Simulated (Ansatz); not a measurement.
Molecule: sum formula SiBr$_{2}$Cl, charge 0, multiplicity 2. It need not be the lowest isomer of its formula. 
Structure (B3LYP-D3(BJ)/def2-TZVP (Ansatz, a quantum-chemistry and plane-wave program) minimum search):
```xyz
4

Si     0.0118    -0.6722     0.3074
Cl    -0.3627    -1.9222    -1.2875
Br    -1.7139     0.7202     0.5806
Br     1.8853     0.4823    -0.0782
```
Charge 0, spin multiplicity 2.

Quantity: atomisation energy (electronic, to ground-state atoms), in kcal/mol. Valence correlation only, unless marked. Open shells are spin-unrestricted. No spin-orbit coupling. The frozen core is the preceding noble-gas configuration, with the filled d and f shells of earlier blocks. Non-relativistic. FCI takes restricted orbitals. The coupled-cluster limit lacks core correlation, which all-electron functionals hold. CBS(X,Y): correlation extrapolated as X^-3; Hartree-Fock from the larger set.

```csv
level,program,atomisation energy (kcal/mol)
PBE/def2-TZVPD,Ansatz,255.3
PBE-D3(BJ)/def2-TZVPD,Ansatz + dftd3,259.4
BLYP-D4/def2-TZVPD,Ansatz + dftd4,244.6
revPBE-D4/def2-TZVPD,Ansatz + dftd4,251.8
r2SCAN/def2-TZVPD,Ansatz,257.8
r2SCAN-D3(BJ)/def2-TZVPD,Ansatz + dftd3,258.9
PBE0/6-31G*,Ansatz,…
HSE06/def2-TZVPD,Ansatz,…
CAM-B3LYP-D3(BJ)/def2-TZVPD,Ansatz + dftd3,241.7
wB97M-V/def2-TZVPD,Ansatz,247.0
RPA@PBE/def2-QZVPP,Ansatz,…
SCS-MP2/6-31G,Ansatz,140.6
SCS-MP2/def2-SVP,Ansatz,219.1
CCSD/def2-QZVPP,Ansatz,234.5
FCI/STO-3G,Ansatz,244.8
"CCSD(T)/CBS(def2-TZVPP,def2-QZVPP)",Ansatz,248.8
```

**Question.** Fill in the missing entries.

**Answer.** 
- PBE0/6-31G*, atomisation energy (kcal/mol): 240.6
- HSE06/def2-TZVPD, atomisation energy (kcal/mol): 250.7
- RPA@PBE/def2-QZVPP, atomisation energy (kcal/mol): 215.3
